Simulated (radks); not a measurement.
Values are calculated unless marked as measured or tabulated.
Spin polarisation of the 4p2 shell in the selenium ion Se2+. Start: [Ar] 3d10 4s2 4p(up 1, down 1); electrons of 4p are moved from spin down to spin up, other shells keep equal spins. Level of theory: scalar-relativistic Kohn-Sham, PBEsol, spin-polarised, spherical densities, point nucleus (a radial shooting solver on a logarithmic mesh with Libxc functionals).

moment (Bohr magnetons),E - E(0) (eV),e(4p up) (eV),e(4p down) (eV),4s down minus up (eV),3d down minus up (eV)
0,0.000,-25.491,-25.491,0.000,0.000
0.5,-0.069,-25.752,-25.200,0.542,0.070
1,-0.277,-25.986,-24.874,1.091,0.140
1.5,-0.626,-26.196,-24.507,1.653,0.211
2,-1.123,-26.381,-24.096,2.234,0.282

At moment 2 the spin-polarisation energy is -1.123 eV and the 4p exchange splitting 2.285 eV, that is 1.143 eV per Bohr magneton; E = -I m^2/4 would give I = 1.123 eV.
